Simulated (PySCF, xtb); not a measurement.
C2H5Te, SMILES [Te](C)[CH2] (connectivity only; charge and spin as stated), charge +1, multiplicity 1.

Harmonic wavenumbers (cm⁻¹) from xtb 6.7.1 with GFN2-xTB at its own minimum, in rising order: 59, 190, 491, 540, 725, 772, 773, 811, 827, 1239, 1267, 1330, 1358, 2940, 2963, 2975, 2982, 3021.

**Question.** What does PySCF with B3LYP-D3(BJ)/def2-SVP give at its own minimum? (Estimate from the structure and the level; the computed values follow.)

**Answer.** 52, 217, 503, 520, 740, 780, 862, 884, 903, 1260, 1376, 1410, 1426, 3058, 3129, 3185, 3201, 3264. Paired by order, the mean absolute difference is 87 cm⁻¹ and the zero-point energies are 36.1 and 38.3 kcal/mol.
